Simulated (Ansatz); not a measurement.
`O[SiH2]C[SiH](O)Cl` + `N[Si](O)(F)F` → `O[SiH2]N[Si](O)(F)F` + `C[SiH](O)Cl`  (ligand exchange at the Si–C bond)

Program: Ansatz. Geometries: PBE0-D4/def2-TZVP. ΔE: electronic, gas phase. CCSD(T)/CBS adds triple-zeta CCSD(T) − MP2 to the extrapolated MP2 energy (def2 sets, frozen cores). Each species was taken in one conformer, which may not be the lowest.

```tsv
species	MP2/def2-TZVPP energy (Eh)
`O[SiH2]C[SiH](O)Cl`	-1230.43091
`N[Si](O)(F)F`	-620.34922
`O[SiH2]N[Si](O)(F)F`	-985.79513
`C[SiH](O)Cl`	-865.00399
```

(1) Work out ΔE.

Largest T1 diagnostic among the species: 0.011.

Results:

(1) ΔE = (-985.79513) + (-865.00399) − (-1230.43091) − (-620.34922) = -0.01899 Eh = -11.9 kcal/mol. CCSD(T)/CBS gives -11.9 kcal/mol.

The D4 term adds +0.8 kcal/mol with B3LYP and +0.4 kcal/mol with PBE0; it sums over pairs of atoms, weighted by their polarisabilities, and B3LYP, whose exchange is more repulsive, gets the larger term. In def2-TZVPP, CCSD(T) changes the Hartree–Fock value by +3.6 kcal/mol (the triples alone add +0.5 kcal/mol) and MP2 by +3.7 kcal/mol.

B3LYP here is the variant with VWN-RPA as its local correlation; programs differ in this.
